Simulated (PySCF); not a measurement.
FGeH3Si, neutral, multiplicity 1. Atoms are numbered in the order given.

```xyz
6

Ge     0.4292    -0.6755     0.0000
F     -1.2846    -1.1002     0.0000
Si    -0.1019     1.7646     0.0000
H     -0.9197     2.0796     1.2062
H     -0.9197     2.0796    -1.2062
H      1.0921     2.6555     0.0000
```

Geometry optimised at r2SCAN-D4/def2-TZVP.

These are PySCF with TDA-M06-2X/def2-SVPD values and carry that method's errors.

Vertical excitations. The molecule is in vacuum. State labels are in the subgroup Cs.

Computed excitation energies, oscillator strengths and character:
| state | symmetry | energy (eV) | λ (nm) | f | main pairs |
|---|---|---|---|---|---|
| S1 | A" | 2.07 | 599 | 0.005 | HOMO→LUMO 99 % |
| S2 | A' | 4.78 | 260 | 0.046 | HOMO→LUMO+1 89 % |
| S3 | A' | 5.93 | 209 | 0.141 | HOMO→LUMO+2 94 % |
| S4 | A" | 6.28 | 197 | 0.001 | HOMO−1→LUMO 93 % |
| S5 | A' | 6.34 | 195 | 0.253 | HOMO→LUMO+3 58 %, HOMO−2→LUMO 31 % |
| S6 | A" | 6.48 | 191 | 0.000 | HOMO→LUMO+4 61 %, HOMO−3→LUMO 33 % |
| S7 | A' | 6.63 | 187 | 0.573 | HOMO−2→LUMO 62 %, HOMO→LUMO+3 27 % |
| S8 | A" | 6.84 | 181 | 0.100 | HOMO−3→LUMO 53 %, HOMO→LUMO+4 34 % |
| S9 | A' | 6.90 | 180 | 0.018 | HOMO→LUMO+5 94 % |
| S10 | A" | 7.85 | 158 | 0.003 | HOMO−5→LUMO 95 % |
| T1 | A" | 1.12 | 1107 | 0 | HOMO→LUMO 97 % |
| T2 | A' | 3.86 | 321 | 0 | HOMO→LUMO+1 93 % |
| T3 | A" | 4.88 | 254 | 0 | HOMO−3→LUMO 85 % |
| T4 | A' | 5.26 | 236 | 0 | HOMO→LUMO+3 62 %, HOMO→LUMO+2 21 % |
Triplets are in the Tamm–Dancoff approximation.
